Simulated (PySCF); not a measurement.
## P: excitation energy

P [Ne] 3s2 3p3 (4S) → P [Ne] 3s2 3p2 4s1 (4P), as a difference of total energies. Calculation: PySCF 2.14, in aug-cc-pVQZ-DK (7s6p4d3f2g, 84 functions); scalar relativity by spin-free X2C-1e. Correlated levels: valence: [Ne] frozen. The calculations carry no spin-orbit coupling.

| method | excitation energy (eV) |
| --- | --- |
| UHF | 6.789 |
| LDA | 6.923 |
| PBE | 6.910 |
| PBE0 | 7.023 |
| r2SCAN | 7.238 |
| wB97X | 7.244 |
| M06 | 6.996 |
| M06-2X | 6.922 |
| TPSS | 7.091 |
| MP2 (valence) | 7.140 |
| SCS-MP2 (valence) | 7.045 |

Problem. How much does correlation contribute at MP2 (valence)?

Solution. 7.140 − (6.789) = 0.351 eV, measured against UHF.

Errors of the correlated levels include the incompleteness of this basis and the frozen core.

The promoted electron is Rydberg-like, and one or two diffuse shells describe it only roughly, which tends to raise the upper state.

For comparison: 6.967 eV (measured; NIST levels, between the centres of gravity of the two terms).
